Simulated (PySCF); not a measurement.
The dipole of CF2Cl-CCl3, `ClC(C(Cl)(Cl)Cl)(F)F` from its density and from atomic charges.

Coordinates (PBE0-D3(BJ)/def2-SVP, Å) and charges (e) from the PBE0/pcSseg-1 density (PySCF):

| atom | x | y | z | Mulliken | IAO | Hirshfeld | ESP-fitted |
| --- | --- | --- | --- | --- | --- | --- | --- |
| F1 | 0.812 | -0.621 | -1.451 | -0.2211 | -0.2486 | -0.0705 | +0.0641 |
| C2 | 0.752 | -0.220 | -0.188 | +0.5929 | +0.5460 | +0.1804 | -0.1215 |
| F3 | 1.585 | 0.800 | -0.031 | -0.2213 | -0.2488 | -0.0706 | +0.0643 |
| Cl4 | 1.243 | -1.544 | 0.868 | -0.0167 | -0.0290 | -0.0394 | +0.0924 |
| C5 | -0.704 | 0.257 | 0.127 | -0.4067 | -0.0327 | +0.0608 | -0.7121 |
| Cl6 | -1.079 | 1.587 | -0.981 | +0.0887 | +0.0021 | -0.0225 | +0.2072 |
| Cl7 | -1.823 | -1.080 | -0.138 | +0.0919 | +0.0053 | -0.0192 | +0.2027 |
| Cl8 | -0.785 | 0.821 | 1.794 | +0.0922 | +0.0058 | -0.0188 | +0.2029 |

Problem. What dipole does each set of charges give (1 e·Å = 4.803 D), and what does the density give?

Solution. The full density gives (-0.36, -0.10, 0.30) D, 0.47 D in size; dipole vectors point from the negative to the positive end.

```tsv
scheme	μx	μy	μz	size (D)	share of the full size (%)	angle to the full dipole (°)
Mulliken	-0.74	-0.63	1.04	1.42	300	20
IAO	-1.03	-0.61	1.17	1.68	354	13
Hirshfeld	-0.25	-0.03	0.17	0.30	63	8
ESP-fitted	-0.35	-0.05	0.24	0.43	91	7
```

Problem. Which set comes closest?

Solution. Length of the difference vector: ESP-fitted 0.07 D, Hirshfeld 0.18 D, Mulliken 0.99 D, IAO 1.22 D. Closest: ESP-fitted. 

Problem. What is left for the Hirshfeld atoms' own dipoles?

Solution. The Hirshfeld atoms' densities add up to the full density, so μ = Σ q r + Σ (atomic dipoles). The atomic dipoles sum to (-0.36, -0.10, 0.30) − (-0.25, -0.03, 0.17) = (-0.11, -0.07, 0.13) D, 0.18 D in size.

Problem. With the origin at the mean of the coordinates, (0.000, 0.000, 0.000) Å, which are the largest single terms, by size, of the Mulliken dipole along the direction of the full one?

Solution. C2 -1.82, F1 +1.48, F3 +1.47, C5 -1.09, Cl8 +0.68 D; all 8 atoms together +1.33 D. The single terms depend on the origin, their sum doesn't.

Problem. Give the size of the full dipole in other units.

Solution. 0.47 D = 0.186 au = 0.099 e·Å = 1.58 × 10⁻³⁰ C·m.

Isolated species at its PBE0-D3(BJ)/def2-SVP geometry, gas phase.

These values come from a run that also computed NMR shieldings. Rough CPU time on one thread of a shared machine: about 24 s.

Conformer computed: `[F:1][C:2]([F:3])([Cl:4])[C:5]([Cl:6])([Cl:7])[Cl:8]`: F1–C2–C5–Cl6 -60°.
